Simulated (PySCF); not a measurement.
A structure optimised at PBE-D3(BJ)/def2-SVP, used in a PySCF frequency run:

```xyz
9

Sn     0.0441     0.0940    -0.2214
N     -1.6374    -1.0827    -0.2582
N      1.5917    -1.1008     0.4002
F     -0.1466     1.5545     1.1022
H      0.3354     0.8532    -1.7384
H     -2.3959    -0.6200    -0.7780
H     -1.9939    -1.2365     0.6955
H      1.2258    -1.8420     1.0147
H      2.2642    -0.5609     0.9630
```
Charge 0, spin multiplicity 1.

Q: Write its SMILES and formula.

A: [NH2][SnH]([NH2])[F], FH5N2Sn

Q: What are its rotational constants (standard atomic weights)?

A: 4.3104, 4.1061, 2.6679 GHz
